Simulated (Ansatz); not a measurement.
**Pulling the pair apart**

The pair of NH4⁺ (SMILES [NH4+], atoms 1–5) and AsH3 (SMILES [AsH3], atoms 6–9), both closed shells, in one local arrangement (a lower one may exist), relaxed at PBE0-D4/def2-TZVP:

N1  (0.052, -0.072, -1.352)
H2  (-0.649, -0.738, -1.685)
H3  (0.981, -0.383, -1.642)
H4  (0.012, -0.017, -0.315)
H5  (-0.138, 0.849, -1.751)
As6  (-0.089, 0.124, 2.323)
H7  (0.956, 0.851, 1.472)
H8  (0.104, -1.181, 1.548)
H9  (-1.229, 0.567, 1.402)
(Å)

AsH3 is shifted rigidly along the line between the mean atom positions of the two fragments (negative: closer). Counterpoise interaction energies in kJ/mol. Ansatz 0.2.0; basis: def2-TZVPPD; cores frozen in the correlated methods. Filled d shells of the heavier atoms are correlated. The def2 sets are not built for correlating such inner shells, so the correlated values are less sure here.

```
shift (Å)  r2SCAN-D4  PBE0-D4  PBE-D4
    -0.26      -27.8    -30.1   -34.0
    -0.13      -31.7    -33.7   -37.5
     0.00      -32.7    -34.4   -38.2
     0.13      -31.9    -33.3   -37.0
     0.32      -29.1    -30.3   -33.8
     0.66      -22.3    -23.3   -26.2
     1.32      -11.6    -12.3   -14.1
     2.64       -3.1     -3.2    -3.7
```

At the largest shift the D4 term itself is slightly repulsive (PBE0-D4 +0.9 meV, PBE-D4 +1.8 meV): a quirk of that model, not of the functional.

**Question.** What does CCSD(T) give at these shifts? (To be estimated.)

**Answer.** Computed: -21.4, -26.1, -27.7, -27.5, -25.6, -20.1, -11.1, -3.3 kJ/mol. For zero shift, CCSD(T) at an estimated basis limit (MP2 extrapolated from triple and quadruple zeta, plus CCSD(T) − MP2 in triple zeta) gives -30.5 kJ/mol. These are counterpoise interaction energies, counted from the two frozen fragments.

No T1 diagnostic of these runs exceeds 0.011.

For scale, one of the runs: CCSD(T)/def2-TZVPPD, 210 basis functions, launched by `ansatz run in.yaml --threads 4 --pin off --events-out ev --progress --plain --max-ram 9574MiB`. Hardware: 4 CPU threads of an Arm Neoverse V1, shared host. Wall time 65 s; peak host memory 2.8 GiB.
